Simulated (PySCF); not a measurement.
# Molecular orbitals of BeZn⁺

r²SCAN at R = 2.321 Å; PySCF, spin-free X2C with a Gaussian nucleus, basis sets Be jorge-DZP-DKH, Zn jorge-DZP-DKH. State: ²Σ⁺ (doublet), unpaired electrons σ ↑. Only the outer orbitals are listed, counted within each symmetry.

| spin | orbital | occ. | ε (eV) | on Be (%) | main shells (%) |
| --- | --- | --- | --- | --- | --- |
| α | 7σ | 1 | -17.35 | 6 | 96 Zn d |
| α | 3π | 1 | -17.19 | 1 | 99 Zn d |
| α | 3π | 1 | -17.19 | 1 | 99 Zn d |
| α | 1δ | 1 | -17.11 | 0 | 100 Zn d |
| α | 1δ | 1 | -17.11 | 0 | 100 Zn d |
| α | 8σ | 1 | -14.04 | 47 | 49 Zn s, 42 Be s |
| α | 9σ | 1 | -11.16 | 62 | 49 Be s, 32 Zn s, 13 Be p |
| α | 4π | 0 | -8.36 | 78 | 78 Be p, 22 Zn p |
| α | 4π | 0 | -8.36 | 78 | 78 Be p, 22 Zn p |
| α | 10σ | 0 | -8.29 | 53 | 52 Be p, 37 Zn p, 10 Zn s |
| β | 7σ | 1 | -17.30 | 6 | 95 Zn d |
| β | 3π | 1 | -17.12 | 1 | 99 Zn d |
| β | 3π | 1 | -17.12 | 1 | 99 Zn d |
| β | 1δ | 1 | -17.04 | 0 | 100 Zn d |
| β | 1δ | 1 | -17.03 | 0 | 100 Zn d |
| β | 8σ | 1 | -13.76 | 46 | 47 Zn s, 32 Be s, 13 Be p |
| β | 9σ | 0 | -9.00 | 45 | 45 Be s, 39 Zn s, 16 Zn p |
| β | 4π | 0 | -7.43 | 63 | 60 Be p, 37 Zn p |
| β | 4π | 0 | -7.43 | 63 | 60 Be p, 37 Zn p |

**Question.** Which are the highest filled and the lowest empty level, where do they sit, and how wide is the gap?

**Answer.** Highest filled α 9σ at -11.16 eV (in %: 49 Be s, 32 Zn s, 13 Be p); lowest empty β 9σ at -9.00 eV (in %: 45 Be s, 39 Zn s, 16 Zn p); the gap at r²SCAN is 2.16 eV.

The bond order (Mayer) is 0.94. The ⟨S²⟩ is 0.772 and the charge on Be (Mulliken, basis-dependent) is 0.30. The charge on Be (Löwdin, basis-dependent) is 0.33 and the dipole moment (positive dipole points towards Zn; it is taken about the centre of mass and depends on that origin) is -3.33 D.

The state was picked by a PBE0 search and need not be the measured ground state.
